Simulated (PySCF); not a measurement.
A structure optimised at PBE0-D3(BJ)/def2-SVP (Å):
```
atom  x, y, z in Å
Si1    2.092    0.241   -0.084
C2     0.234    0.160    0.061
C3    -0.612    0.214    1.140
C4    -1.941    0.121    0.630
C5    -1.808    0.016   -0.723
O6    -0.512    0.038   -1.073
H7     2.519    1.437   -0.871
H8     2.636   -0.979   -0.751
H9     2.631    0.337    1.304
H10   -0.312    0.312    2.182
H11   -2.872    0.131    1.193
H12   -2.526   -0.077   -1.535
```

Neutral, closed shell.

**Question.** Read off the bonds between heavy atoms and their formal orders.

**Answer.** Si1–C2 1.87 Å (single); C2–C3 1.37 Å (aromatic); C3–C4 1.43 Å (aromatic); C4–C5 1.36 Å (aromatic); C5–O6 1.34 Å (aromatic); C2–O6 1.36 Å (aromatic). Bonds to hydrogen (Å): Si1–H7 1.49; Si1–H8 1.49; Si1–H9 1.49; C3–H10 1.09; C4–H11 1.09; C5–H12 1.09.

**Question.** Write the SMILES.

**Answer.** `[SiH3]c1ccco1`, C4H6OSi. Among its features: aromatic ring with oxygen, Si–H bond and C–Si bond.

**Question.** Which rings does it hold (smallest set)?

**Answer.** C2–C3–C4–C5–O6 (5 members, 0.00 Å rms from planarity).

**Question.** Describe the place of each heavy atom.

**Answer.** Si1: SiH3 silicon; C2: substituted aromatic carbon; C3: aromatic CH carbon; C4: aromatic CH carbon; C5: aromatic CH next to a ring oxygen; O6: furan-type oxygen.

**Question.** What is the arrangement about O6?

**Answer.** It has 2 neighbours (C5, C2) and is bent (angle 108.2°).

**Question.** What is the arrangement about C2?

**Answer.** It has 3 neighbours (Si1, C3, O6) and is planar (angles 132.3°, 119.0° and 108.7°, sum 360.0°, 0.01 Å off the plane of its three neighbours).

All values are computed, not measured.
